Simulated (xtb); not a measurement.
Zn(H)(SeH) (H2SeZn), SMILES [ZnH][SeH]. All values are semi-empirical tight-binding results from xtb (GFN2-xTB unless named), good for trends rather than for accurate numbers. Geometry: GFN2-xTB.

For metal compounds this method's bond lengths and energies can be far off.

The point group as xtb finds it is Cs. The orbital gap is 4.37 eV and the zero-point energy is 7.1 kcal/mol. The G − E(el) at 298.15 K (modified RRHO) is -10.3 kcal/mol.
